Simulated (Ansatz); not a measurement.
Mulliken charges of F2ISi (`F[Si](F)I`) radical from ωB97M-V/def2-TZVPP in Ansatz (PBE0-D4/def2-TZVP geometry).

```tsv
atom	x (Å)	y (Å)	z (Å)	charge (e)
F1	-0.886	-1.161	0.636	-0.256
Si2	0.018	0.136	0.495	0.593
F3	1.515	-0.383	0.379	-0.256
I4	-0.591	1.347	-1.531	-0.081
```

By hand: the dipole of these point charges (1 e Å = 4.8032 D).

Σ q r = (-0.102, 0.367, 0.158) e Å, of length 0.412 e Å = 1.98 D.

How does the dipole of the full density compare? (Best estimate.)

The calculation gave: (-0.057, 0.200, 0.072) e Å, 1.06 D; the point charges give 1.87 times that, at 3° from its direction.

Point charges leave out the atoms' own dipoles, such as those of lone pairs, and Mulliken's split depends on the basis, so the two needn't agree.
